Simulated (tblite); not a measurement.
Species: C5H5ClN (doublet state).
Structure used (GFN2-xTB), in Å, numbered top down from 1:
```
atom  x, y, z in Å
C1    -1.2733    1.2222    0.0797
C2    -0.6156   -0.0425    0.4849
C3    -1.0978   -1.0244   -0.4753
N4    -1.5327   -1.7423   -1.2522
C5     0.8875    0.0764    0.4871
C6     1.6838   -0.5587   -0.3556
Cl7    3.3905   -0.3691   -0.3265
H8    -2.2444    1.4753    0.4572
H9    -0.8510    1.8049   -0.7154
H10   -0.9613   -0.3580    1.4787
H11    1.2847    0.7600    1.2229
H12    1.3310   -1.2445   -1.1114
```

Computed geometry: GFN2-xTB, gas phase. This method treats the open shell by occupation alone, without spin polarisation.

Take the most abundant isotopes and a rigid rotor. The values belong to one conformer with, in the numbering `[CH2:1][C@@H:2]([C:3]#[N:4])/[CH:5]=[CH:6]/[Cl:7]`, H–C1–C2–C3 88° and -82°, C1–C2–C5–C6 -112°.

Task: What are A, B and C (MHz)?

Result: Ia = 111.94, Ib = 468.87, Ic = 553.14 u·Å²; 505379 MHz·u·Å²/I gives A = 4515, B = 1078, C = 913.7 MHz.

Task: Classify the top.

Result: A near-prolate asymmetric top. Ray's parameter κ = (2B − A − C)/(A − C) = -0.909; −1 is the prolate and +1 the oblate limit.

Task: Is it planar, by Δ = Ic − Ia − Ib?

Result: Not planar: Δ = Ic − Ia − Ib = -27.68 u·Å². For a rigid frame Δ = −2 Σ m c², so Σ m c² = 13.84 u·Å² lies off the ab plane: 5.17 from hydrogen and 8.67 from heavier atoms. The atom farthest from that plane is 1.51 Å away.

Task: Where do the levels up to J = 2 lie, in MHz?

Result: Above 0(0,0):
J = 1: 1(0,1) 1992, 1(1,1) 5428, 1(1,0) 5593
J = 2: 2(0,2) 5969, 2(1,2) 9247, 2(1,1) 9740, 2(2,1) 20051, 2(2,0) 20056
The levels of one J sum to (2J + 1)J(J + 1)(A + B + C)/3.

Task: Estimate the classical rotational partition function at 50 K, 200 K and 298.15 K.

Result: Point group C1, symmetry number σ = 1; q = (√π/σ)·√((kT/h)³/(ABC)), k/h = 20836.6 MHz/K: 28300 at 50 K, 226000 at 200 K, 412000 at 298.15 K.

For this open shell read J as N, the rotation without spin; fine and hyperfine splittings come on top. Its GFN2-xTB frequencies are all real (lowest 45 cm⁻¹). Constants of a rigid frame at the computed geometry: no zero-point averaging, no centrifugal distortion.
